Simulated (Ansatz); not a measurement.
Reaction (ligand exchange at the Si–N bond): `C=N[SiH](N)O` + HBr → `N[SiH](O)Br` + `C=N`

Program: Ansatz. Geometries: PBE0-D4/def2-TZVP. ΔE: electronic, gas phase. CBS: MP2 limit from def2 TZ/QZ plus the TZ coupled-cluster correction, frozen cores. This one scheme is used for every species. DFT in def2-TZVPP. B3LYP here is the variant with VWN-RPA as its local correlation; programs differ in this. For Br outer-core shells are correlated without core-valence functions, which leaves a few kJ/mol of doubt a bond. Scalar relativity is left out up to krypton. Each species was taken in one conformer, which may not be the lowest.

```json
{"level": "PBE-D4", "ΔE (kcal/mol)": "-13.9", "difference from CCSD(T)/CBS": "-0.2"}
{"level": "r2SCAN-D4", "ΔE (kcal/mol)": "-13.5", "difference from CCSD(T)/CBS": "0.2"}
{"level": "PBE0-D4", "ΔE (kcal/mol)": "-14.1", "difference from CCSD(T)/CBS": "-0.4"}
{"level": "B3LYP-D4", "ΔE (kcal/mol)": "-12.5", "difference from CCSD(T)/CBS": "1.2"}
{"level": "ωB97X-V", "ΔE (kcal/mol)": "-13.3", "difference from CCSD(T)/CBS": "0.4"}
{"level": "ωB97M-V", "ΔE (kcal/mol)": "-13.3", "difference from CCSD(T)/CBS": "0.4"}
{"level": "B2PLYP", "ΔE (kcal/mol)": "-12.9", "difference from CCSD(T)/CBS": "0.8"}
{"level": "PBE", "ΔE (kcal/mol)": "-14.2", "difference from CCSD(T)/CBS": "-0.5"}
{"level": "r2SCAN", "ΔE (kcal/mol)": "-13.7", "difference from CCSD(T)/CBS": "0.0"}
{"level": "PBE0", "ΔE (kcal/mol)": "-14.3", "difference from CCSD(T)/CBS": "-0.6"}
{"level": "B3LYP", "ΔE (kcal/mol)": "-12.8", "difference from CCSD(T)/CBS": "0.9"}
{"level": "HF/def2-TZVPP", "ΔE (kcal/mol)": "-13.1", "difference from CCSD(T)/CBS": "0.6"}
{"level": "MP2/def2-TZVPP", "ΔE (kcal/mol)": "-13.3", "difference from CCSD(T)/CBS": "0.4"}
{"level": "SCS-MP2/def2-TZVPP", "ΔE (kcal/mol)": "-12.9", "difference from CCSD(T)/CBS": "0.8"}
{"level": "CCSD/def2-TZVPP", "ΔE (kcal/mol)": "-12.7", "difference from CCSD(T)/CBS": "1.0"}
{"level": "CCSD(T)/def2-TZVPP", "ΔE (kcal/mol)": "-12.6", "difference from CCSD(T)/CBS": "1.1"}
{"level": "HF/def2-QZVPP", "ΔE (kcal/mol)": "-12.9", "difference from CCSD(T)/CBS": "0.8"}
{"level": "MP2/def2-QZVPP", "ΔE (kcal/mol)": "-13.8", "difference from CCSD(T)/CBS": "-0.1"}
{"level": "SCS-MP2/def2-QZVPP", "ΔE (kcal/mol)": "-13.4", "difference from CCSD(T)/CBS": "0.3"}
{"level": "HF/CBS(def2)", "ΔE (kcal/mol)": "-12.8", "difference from CCSD(T)/CBS": "0.9"}
{"level": "MP2/CBS(def2)", "ΔE (kcal/mol)": "-14.4", "difference from CCSD(T)/CBS": "-0.7"}
{"level": "CCSD/CBS(def2)", "ΔE (kcal/mol)": "-13.7", "difference from CCSD(T)/CBS": "0.0"}
{"level": "CCSD(T)/CBS", "ΔE (kcal/mol)": "-13.7", "difference from CCSD(T)/CBS": "0"}
```

Largest T1 diagnostic among the species: 0.012.
